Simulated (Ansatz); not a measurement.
One change: `FC[SiH2]CI` becomes `[SiH3]CI`.

Ansatz, PBE0-D4/def2-TZVP geometries, multiplicity 1. Each molecule was computed in one conformer, which needn't be the lowest.

Elements past krypton have def2 core potentials.

```csv
property,`FC[SiH2]CI`
LUMO energy (B3LYP/def2-TZVPP) / eV,-1.37
size of the dipole moment (B3LYP/def2-TZVPP) / D,1.37
HOMO–LUMO gap (ωB97M-V/def2-TZVPP) / eV,10.29
HOMO energy (ωB97M-V/def2-TZVPP) / eV,-9.52
LUMO energy (PBE/def2-TZVPP) / eV,-2.03
HOMO–LUMO gap (B3LYP/def2-TZVPP) / eV,5.76
```

Task: Give the same properties after the change, and the shifts. (Estimate.)

Result: Ansatz gave: 
```
                                        property  `[SiH3]CI`  shift
             LUMO energy (B3LYP/def2-TZVPP) / eV       -1.35   0.02
size of the dipole moment (B3LYP/def2-TZVPP) / D        1.38   0.01
         HOMO–LUMO gap (ωB97M-V/def2-TZVPP) / eV       10.22  -0.07
           HOMO energy (ωB97M-V/def2-TZVPP) / eV       -9.45   0.07
               LUMO energy (PBE/def2-TZVPP) / eV       -2.02   0.01
           HOMO–LUMO gap (B3LYP/def2-TZVPP) / eV        5.71  -0.05
```

Dipoles are sizes alone; their direction can turn.

B3LYP here is the variant with VWN-RPA as its local correlation; programs differ in this.

Spin–orbit coupling is left out; it splits and shifts lone-pair levels of the heavy atoms by tenths of an eV.
